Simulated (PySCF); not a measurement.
GaF, SMILES [Ga][F] (connectivity only; charge and spin as stated), neutral, multiplicity 1.

Geometry optimised at B3LYP-D3(BJ)/def2-TZVPD.

Two levels are set side by side: PBE/def2-TZVPD (PySCF) and r2SCAN/def2-TZVPD (PySCF). Same geometry, gas phase. Differences are taken from unrounded values.

```
quantity                     r2SCAN    PBE  PBE minus r2SCAN
---------------------------  ------  -----  ----------------
orbital gap (eV)               5.09   4.64             -0.45
highest occupied level (eV)   -7.09  -6.83              0.27
lowest empty level (eV)       -2.00  -2.18             -0.18
dipole moment (D)              2.26   2.31              0.05
mean polarisability (bohr³)    33.5   34.2               0.7
```

Rough cost on one machine, each run with all the roots and properties that it gave: r2SCAN against PBE about 3 times.
